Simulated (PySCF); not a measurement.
HgBr2, SMILES [Br][Hg][Br]. Atoms are numbered in the order given.

```xyz
3

Hg     0.0000     0.0000     0.0000
Br     0.0000     0.0000    -2.4409
Br     0.0000     0.0000     2.4409
```
Charge 0, spin multiplicity 1.

Geometry: B3LYP-D3(BJ)/def2-SVP. The isomer is the one that the SMILES or the coordinates give; other isomers of the formula were not compared. The def2 effective core potentials stand for the cores of Hg; spin–orbit coupling is left out.

All values below come from PBE0/def2-TZVPD (PySCF).

Mulliken values depend strongly on the basis, most of all with diffuse functions as here. ESP charges are fitted to the potential on shells at 1.4 to 2.0 van der Waals radii. Atomic charges (e):

```tsv
atom	ESP fit	Mulliken
Hg1	(withheld)	0.62
Br2	(withheld)	-0.31
Br3	(withheld)	-0.31
```

Problem. Complete the blanks. (Estimate from the structure and the level; the computed values follow.)

Solution. 
- Hg1, ESP fit: 0.47
- Br2, ESP fit: -0.24
- Br3, ESP fit: -0.24
